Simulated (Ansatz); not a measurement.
Ideal-gas functions of ClF$_{2}$HfI, SMILES `[F][Hf]([F])([Cl])[I]` at 298.15 K and 1 bar, from an Ansatz frequency run at PBE0-D4/def2-TZVP.

Molar mass 378.84 g/mol, point group Cs (symmetry number 1), electronic degeneracy 1, moments of inertia 272.397, 843.342, 939.166 u Å². Harmonic wavenumbers (cm⁻¹, unscaled): 75, 100, 133, 134, 166, 216, 391, 661, 672.

Use S(trans) = R[1.5 ln M + 2.5 ln T − 1.1517]; rotational temperatures θ = 24.2544 K / I; S(rot) = R[ln(√π/σ · √(T³/θAθBθC)) + 1.5]; for each mode x = 1.438777 ν̃/T, S = R[x/(eˣ − 1) − ln(1 − e⁻ˣ)] and H = RT x/(eˣ − 1); 1 cm⁻¹ = 0.0119627 kJ/mol; R = 8.31446 J/(mol·K).

Q: By hand: the entropy, in J/(mol·K).

A: Translation 182.9. Rotation: θ = 0.089, 0.0288, 0.0258 K, giving 128.3. Vibration, mode by mode: 16.81, 14.45, 12.14, 12.08, 10.38, 8.34, 4.17, 1.49, 1.43, in all 81.3. Electronic 0.0. Sum 392.5 J/(mol·K).

Q: By hand: H − E and G − E in kJ/mol, counted from the electronic energy.

A: Zero-point energy ½ × 2548 × 0.0119627 = 15.2; thermal vibration 12.0; translation, rotation and pV give 4 RT = 9.9. H − E = 37.1 kJ/mol, and G − E = 37.1 − 298.15 × 392.5/1000 = -79.9 kJ/mol.

Vibration gives 21 % of the entropy, 55.5 J/(mol·K) of it from the modes under 150 cm⁻¹: soft modes count most, and the harmonic formula is weakest for them.
